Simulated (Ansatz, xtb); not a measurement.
Two isomers of C2H8BO2+

Structure I is `CCB(O)[OH2+]`, a singlet and structure II is `C[OH+]B(C)O`, a singlet. Both are isolated ions in the gas phase, relaxed with PBE0-D3(BJ)/def2-SVP; the shapes shown needn't be the lowest conformers.

I (Å):

```
atom    x (Å)   y (Å)    z (Å)
   C   1.0510  1.8389  -0.6070
   C  -0.4177  1.6325  -0.2358
   B  -0.6851  0.9179   1.1097
   O  -1.7483  0.5492   1.7946
   O   0.5286  0.5187   1.8740
   H   1.1479  2.3513  -1.5738
   H   1.5919  0.8834  -0.7187
   H   1.5811  2.4741   0.1235
   H  -0.9427  1.0574  -1.0211
   H  -0.9532  2.5996  -0.2046
   H  -2.6217  0.7388   1.4286
   H   1.4230  0.7027   1.5337
   H   0.4839  0.0616   2.7340
```

II (Å):

```yaml
atoms:
  - { symbol: C, position_ang: [0.6146, -0.0292, -1.5952] }
  - { symbol: C, position_ang: [-1.1190, -1.2463, 1.7783] }
  - { symbol: B, position_ang: [0.0520, -0.8062, 0.8712] }
  - { symbol: O, position_ang: [-0.2869, -0.5061, -0.5350] }
  - { symbol: O, position_ang: [1.3401, -0.5994, 1.0767] }
  - { symbol: H, position_ang: [0.5979, -0.7704, -2.4019] }
  - { symbol: H, position_ang: [0.2539, 0.9529, -1.9209] }
  - { symbol: H, position_ang: [1.6041, 0.0397, -1.1350] }
  - { symbol: H, position_ang: [-1.2120, -0.6243, -0.8049] }
  - { symbol: H, position_ang: [-1.8577, -1.8830, 1.2667] }
  - { symbol: H, position_ang: [-0.7614, -1.7936, 2.6625] }
  - { symbol: H, position_ang: [-1.6558, -0.3545, 2.1484] }
  - { symbol: H, position_ang: [1.6830, -0.7656, 1.9635] }
```

Estimate which is lower in electronic energy at CCSD(T)/def2-SVP + ΔMP2/def2-TZVPP, and by roughly how much.

Too close to call at this level: CCSD(T)/def2-SVP + ΔMP2/def2-TZVPP gives E(II) − E(I) = +1.63 kcal/mol.

Level by level:

```json
{"level": "PBE0-D3(BJ)/def2-SVP", "geometry": "PBE0-D3(BJ)/def2-SVP", "E(II) − E(I) (kcal/mol)": "+2.62", "departure from the last row (kcal/mol)": "+0.99", "job, with rough time for the two": "optimisation, 2.5 min"}
{"level": "HF/def2-SVP", "geometry": "PBE0-D3(BJ)/def2-SVP", "E(II) − E(I) (kcal/mol)": "−1.85", "departure from the last row (kcal/mol)": "−3.49", "job, with rough time for the two": "part of the CCSD(T) run"}
{"level": "MP2/def2-SVP", "geometry": "PBE0-D3(BJ)/def2-SVP", "E(II) − E(I) (kcal/mol)": "+2.75", "departure from the last row (kcal/mol)": "+1.12", "job, with rough time for the two": "part of the CCSD(T) run"}
{"level": "CCSD(T)/def2-SVP", "geometry": "PBE0-D3(BJ)/def2-SVP", "E(II) − E(I) (kcal/mol)": "+1.26", "departure from the last row (kcal/mol)": "−0.37", "job, with rough time for the two": "single point"}
{"level": "CCSD(T)/def2-SVP + ΔMP2/def2-TZVPP", "geometry": "PBE0-D3(BJ)/def2-SVP", "E(II) − E(I) (kcal/mol)": "+1.63", "departure from the last row (kcal/mol)": "", "job, with rough time for the two": "single point, 29 s"}
```

As drawn, II has 1 C–O, 1 C–H in place of 1 C–C, 1 O–H.

HF/def2-SVP puts the two in the other order. The largest departure from CCSD(T)/def2-SVP + ΔMP2/def2-TZVPP is that of HF/def2-SVP, 3.49 kcal/mol. Levels run at GFN2-xTB geometries aren't shown. The last row adds to CCSD(T) the change of the MP2 difference between the two basis sets, here +0.37 kcal/mol.

With harmonic frequencies from PBE0-D3(BJ)/def2-SVP (ideal gas, rigid rotor, one conformer each, 600 K, 1 atm): on the last row, ΔE + ΔZPE = +1.93 kcal/mol. A mode under 50 cm⁻¹ makes harmonic enthalpies and free energies unreliable, so none is given.

The correlated steps freeze 5 core orbitals. Codes used: Ansatz 0.2.0; the last row on 2 threads of Arm Neoverse V2 on a shared host.
